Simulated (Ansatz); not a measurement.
Total energies of (Br2In-mu-Cl)2 (In2Br4Cl2) from Ansatz at PBE0-D4/def2-TZVP, gas phase (1 Eh = 27.2114 eV = 2625.5 kJ/mol). The reference geometry is relaxed at r2SCAN-D4/def2-SVP.

```xyz
8

In    0.8046   -1.4951   -0.7063
Br    2.9939   -1.1679   -1.7756
Br   -0.4373   -3.6040   -0.4740
Cl    0.8009   -0.2959    1.5380
In   -0.8035    1.4957    0.7061
Br    0.4244    3.6142    0.4878
Br   -2.9942    1.1487    1.7664
Cl   -0.7888    0.3043   -1.5423
```

| state | geometry | energy (Eh) |
| --- | --- | --- |
| charge 0 singlet | reference | -11596.22048 |
| charge 1 doublet | reference | -11595.84334 |
| free In atom (doublet) | – | -190.11398 |
| free Br atom (doublet) | – | -2573.81189 |
| free Cl atom (doublet) | – | -459.99739 |

In the def2 sets In takes a core potential; there is no spin–orbit coupling.

(1) Work out the vertical ionisation energy to the doublet.

(2) What is the binding energy per atom against free atoms?

(1) E(charge 1 doublet) − E(charge 0 singlet) = -11595.84334 − (-11596.22048) = 0.37714 Eh = 10.26 eV. For comparison, −ε of the highest occupied level is 8.85 eV at this level, 1.41 eV less.

(2) Atoms: 2 × (-190.11398) + 4 × (-2573.81189) + 2 × (-459.99739) = -11595.47030 Eh. Binding: -11595.47030 − (-11596.22048) = 0.75018 Eh = 20.41 eV, or 2.55 eV for each of 8 atoms (no zero-point energy, no counterpoise term).
